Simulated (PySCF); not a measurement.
[Ti(H)4] (charge 0, multiplicity 1)

These are TPSSh-D3(BJ)/def2-TZVP // r2SCAN-D4/def2-SVP run with PySCF 2.14.0 values and carry that method's errors.

| Item | Result |
|---|---|
| HOMO | -8.24 eV |
| dipole moment | 0.00 D |
| HOMO–LUMO gap | 4.67 eV |
| LUMO | -3.57 eV |
| charge on the central atom (Mulliken) | 0.63 e |
| charge on the central atom (meta-Löwdin) | 1.04 e |
| total energy | -851.7744 Ha |
| cost | about 15 core-seconds (a rough figure) |

Bonds (Å): Ti1–H2 1.692, Ti1–H3 1.692, Ti1–H4 1.692, Ti1–H5 1.692. Angles (°): H2–Ti1–H3 109.5, H2–Ti1–H4 109.5, H2–Ti1–H5 109.5, H3–Ti1–H4 109.5, H3–Ti1–H5 109.5, H4–Ti1–H5 109.5.
Charge 0, spin multiplicity 1.
